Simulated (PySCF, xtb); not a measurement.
GaI3, SMILES [Ga]([I])([I])[I].

GFN2-xTB (xtb 6.7.1) at its own geometry gives an orbital gap of 3.50 eV and a dipole moment of 0.00 D.

Geometry optimised at B3LYP-D3(BJ)/def2-SVP. The isomer is the one that the SMILES or the coordinates give; other isomers of the formula were not compared. The def2 effective core potentials stand for the cores of I; spin–orbit coupling is left out.

Question: What does PBE0/def2-TZVP (PySCF) give? (An estimate is asked for; the answer gives what the named calculation found.)

Answer: gap 5.07 eV (levels -7.79 and -2.72 eV), dipole 0.00 D.
